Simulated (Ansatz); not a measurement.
CH3S (SMILES [CH2]S) moved off its minimum; all values from Ansatz (an electronic-structure program), cores frozen in correlated methods. Open shells are unrestricted.
(charge 0, multiplicity 2)
```xyz
5

C     -1.00566     0.35766    -0.15419
S      0.65942    -0.23469    -0.01673
H     -1.84355    -0.20432     0.02814
H     -1.06932     1.56699     0.07201
H      1.23826     0.97824     0.06633
```

Forces at PBE/def2-TZVPP (eV/Å):

```
atom      Fx      Fy      Fz
----  ------  ------  ------
C1     3.014   4.975   0.337
S2    -1.139  -0.156  -0.060
H3    -1.801  -1.722   0.429
H4    -0.110  -3.183  -0.668
H5     0.036   0.085  -0.038
```

Task: Give the forces (eV/Å), the total energy and the dipole at CCSD(T)/cc-pV(T+d)Z.

Result: 
| atom | Fx | Fy | Fz |
|---|---|---|---|
| C1 | 2.728 | 5.129 | 0.403 |
| S2 | -0.879 | 0.108 | -0.027 |
| H3 | -1.589 | -1.585 | 0.393 |
| H4 | -0.107 | -3.413 | -0.707 |
| H5 | -0.153 | -0.239 | -0.062 |
Energy -437.4925 hartree, dipole 0.95 D.
